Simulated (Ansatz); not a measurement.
Basis-set series for C2H5Cl3Sn (`C[CH2][Sn]([Cl])([Cl])[Cl]`). The species carries charge 0 and has multiplicity 1. Sn: def2 effective core potential. All single points use the PBE0-D4/def2-TZVP geometry. It is one conformer, not always the lowest.

```
functional       basis  functions  energy (Eh)  HOMO (eV)  LUMO (eV)
   PBE0-D4    def2-SVP        133  -1673.23719      -8.64      -1.78
   PBE0-D4  def2-TZVPP        308  -1673.81281      -8.71      -1.95
   ωB97M-V    def2-SVP        133  -1673.61172     -10.70       0.34
   ωB97M-V  def2-TZVPP        308  -1674.18769     -10.81       0.07
```

Question: Give the rows for def2-QZVPP. (Best estimate.)

Answer: Computed: 
```csv
functional,basis,functions,energy (Eh),HOMO (eV),LUMO (eV)
PBE0-D4,def2-QZVPP,556,-1673.86023,-8.73,-2.00
ωB97M-V,def2-QZVPP,556,-1674.23322,-10.83,-0.06
```

Positive LUMOs are unbound and depend on the basis.
